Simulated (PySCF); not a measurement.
Species: C₇H₁₆NP.
Atom-mapped SMILES: `[CH3:1][NH:2][P:3]1[CH2:4][CH2:5][CH:6]([CH3:7])[CH2:8][CH2:9]1`

NICS = −σ at a ghost point: NICS(0) at the centroid of the ring atoms, NICS(1) 1 Å to either side along the normal of their mean plane, zz for the tensor component along that normal. Level: GIAO PBE0/pcSseg-1 (PySCF, non-relativistic, gas phase) on the GFN2-xTB geometry, one conformer.

Ring bond lengths (Å), with Mayer bond orders in brackets: P3–C4 1.858 (0.95), C4–C5 1.524 (1.05), C5–C6 1.530 (0.99), C6–C8 1.529 (0.99), C8–C9 1.524 (1.05), C9–P3 1.863 (0.95).

What do the NICS probes read (ppm)?

```tsv
ring	type	NICS(0)	NICS(1), two faces	NICS(1)zz, two faces	rms pucker (Å)	centre to ring atoms, mean (Å)
P3–C4–C5–C6–C8–C9	6-membered ring with P; formal bonds all single	-3.2	-3.5 / -2.1	2.3 / 4.8	0.28	1.56
```

What can be read from them?

- P3–C4–C5–C6–C8–C9: mean NICS(1)zz 3.6 ppm, deshielded. C4, C5, C6, C8, C9 have four or more neighbours, so the value isn't read as a sign of a π ring current.

Give the inner angles of the rings and the Hirshfeld charges of the ring atoms.

- P3–C4–C5–C6–C8–C9: P3 94.9° (+0.168 e), C4 110.7° (-0.120 e), C5 112.5° (-0.070 e), C6 111.0° (-0.021 e), C8 112.6° (-0.071 e), C9 110.3° (-0.123 e); sum 651.9° against 720° for a flat convex ring.
